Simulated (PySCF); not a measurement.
# Nickel: a sound run and one with changed settings

Sound run: Ni [Ar] 3d8 4s2, Ni+ [Ar] 3d9. Computed with PySCF 2.14 in x2c-TZVPall, with the spin-free X2C one-electron Hamiltonian (Gaussian nucleus). The sound run starts from symmetry-adapted Hartree-Fock orbitals and uses a fine grid where one is needed.

Changed run: radial step 0.3 in ln r (0.13 in the sound run). This setting is unsound on purpose.

```tsv
species	method	sound run (hartree)	changed run (hartree)	converged
Ni	UHF	-1519.08742	-1519.08742	yes
Ni	TPSS	-1520.57758	-1520.57275	yes
Ni	M06-2X	-1520.55439	-1520.58581	yes
Ni+	UHF	-1518.78573	-1518.78573	yes
Ni+	TPSS	-1520.29524	-1520.29030	yes
Ni+	M06-2X	-1520.26799	-1520.30359	yes
```

Ionisation energy of Ni:

```tsv
method	sound run (eV)	changed run (eV)
UHF	8.209	8.209
TPSS	7.683	7.686
M06-2X	7.793	7.680
```

A coarse radial grid mis-integrates the density and the exchange-correlation energy, with errors of either sign; Hartree-Fock needs no grid.

For comparison, NIST gives 7.640 eV between the lowest levels.
